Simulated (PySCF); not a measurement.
Te²⁵⁺: ionisation energy

Te²⁵⁺ [Ar] 3d9 (2D) → Te²⁶⁺ [Ar] 3d8 (3F), as a difference of total energies. Computed with PySCF 2.14 in an uncontracted even-tempered set (17 s from 2.9 bohr⁻², ratio 2.5; 11 p from 3.8 bohr⁻², ratio 2.5; 8 d from 3.8 bohr⁻², ratio 2.5; 4 f from 19 bohr⁻², ratio 2.7; 3 g from 29 bohr⁻², ratio 2.7), with no relativity, point nucleus. Correlated levels: outer shells: [Ne] frozen; virtual orbitals above 40 to 60 times the deepest correlated orbital energy dropped. The calculations carry no spin-orbit coupling.

```json
{"method": "UHF", "ionisation energy (eV)": "1384.1"}
{"method": "LDA", "ionisation energy (eV)": "1385.8"}
{"method": "PBE", "ionisation energy (eV)": "1384.6"}
{"method": "PBE0", "ionisation energy (eV)": "1385.1"}
{"method": "r2SCAN", "ionisation energy (eV)": "1384.2"}
{"method": "B97-3", "ionisation energy (eV)": "1385.5"}
{"method": "M06-2X", "ionisation energy (eV)": "1386.7"}
{"method": "MP2 (outer shells)", "ionisation energy (eV)": "1385.9"}
{"method": "SCS-MP2 (outer shells)", "ionisation energy (eV)": "1385.7"}
```

A first-order spin-orbit estimate (lowest level to lowest level, LS coupling) adds -2.355 eV.

All relativistic terms are absent from these numbers, so their closeness to the reference says little about the methods.

For comparison: 1377 ± 4 eV (theoretical estimate listed by NIST; NIST Atomic Spectra Database, ionization energies).
